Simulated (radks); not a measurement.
All-electron atom: Eu+ in [Xe] 4f7 6s1. Method: scalar-relativistic Kohn-Sham, PBE, spin-polarised, spherical densities, point nucleus; open shells are filled with parallel spins first (spin-orbit coupling, left out, can overturn this in heavy ions); computed with a radial shooting solver on a logarithmic mesh with Libxc functionals.

Normalised radial functions P(r) = r R(r), r in bohr:

r	4f up	5d up
0.001082	0.0000	0.0000
0.001467	0.0000	0.0000
0.002004	0.0000	0.0000
0.002716	0.0000	0.0000
0.003681	0.0000	0.0001
0.004989	0.0000	0.0001
0.006815	0.0000	0.0003
0.009237	0.0000	0.0008
0.01252	0.0001	0.0018
0.01697	0.0002	0.0039
0.02299	0.0006	0.0085
0.03141	0.0017	0.0179
0.04257	0.0048	0.0350
0.0577	0.0131	0.0636
0.07819	0.0334	0.1043
0.1068	0.0807	0.1490
0.1448	0.1737	0.1687
0.1962	0.3342	0.1252
0.2659	0.5634	-0.0031
0.3604	0.8159	-0.1714
0.4923	1.0023	-0.2614
0.6673	1.0226	-0.1618
0.9043	0.8834	0.1015
1.226	0.6594	0.3973
1.674	0.4239	0.5931
2.269	0.2403	0.6216
3.075	0.1186	0.5201
4.168	0.0492	0.3490
5.649	0.0154	0.1738
7.717	0.0031	0.0566
10.46	0.0003	0.0106

4f up: eigenvalue -10.307 eV, 0 radial nodes, <r> = 0.948 bohr, 90 % of the charge inside 1.66 bohr. 5d up (empty): eigenvalue -7.572 eV, 2 radial nodes at r = 0.264, 0.815 bohr, <r> = 2.77 bohr, 90 % of the charge inside 4.42 bohr.
